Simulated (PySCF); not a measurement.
NICS in isomers of C6H8N2OSi.

NICS = −σ at a ghost point: NICS(0) at the centroid of the ring atoms, NICS(1) 1 Å to either side along the normal of their mean plane, zz for the tensor component along that normal. Level: GIAO PBE0/pcSseg-1 (PySCF, non-relativistic, gas phase) on the PBE0-D3(BJ)/def2-SVP geometries, one conformer each. Atom numbers follow the mapped SMILES.

**Question.** Order these rings by mean NICS(1)zz, lowest (most negative) first (ppm).
A. ring C3–C6–O7–C8–C9–Si10 in `[N:1]#[C:2][C:3]1([C:4]#[N:5])[CH2:6][O:7][CH2:8][CH2:9][SiH2:10]1`
B. ring C3–N4–C5–C6–N7 in `[CH:1]#[C:2][c:3]1[n:4][cH:5][cH:6][n:7]1[SiH2:8][O:9][CH3:10]`
C. ring N4–C5–N6–C7–C8 in `[CH:1]#[C:2][SiH2:3][n:4]1[cH:5][n:6][cH:7][c:8]1[O:9][CH3:10]`

**Answer.** B (-29.4), C (-25.1), A (2.2).

```csv
SMILES,ring,NICS(0),NICS(1),NICS(1)zz,HOMA,rms pucker (Å),ring atoms with four or more neighbours
C#Cc1nccn1[SiH2]OC,5-membered ring with 2 N; formal bonds all aromatic,-12.8,-11.4,-29.4,0.90,0.00,0
C#C[SiH2]n1cncc1OC,5-membered ring with 2 N; formal bonds all aromatic,-11.8,-9.8,-25.1,0.85,0.00,0
N#CC1(C#N)COCC[SiH2]1,6-membered ring with O and Si; formal bonds all single,-2.7,-2.1,2.2,–,0.25,5
```

NICS(0) gives the same order. The isotropic NICS(1) gives the same order. HOMA uses Krygowski's 1993 parameters; it is left out where a ring has a four-coordinate atom, a triple bond, no multiple bond or a kind of bond without parameters. NICS(1) and NICS(1)zz are means over the two faces.
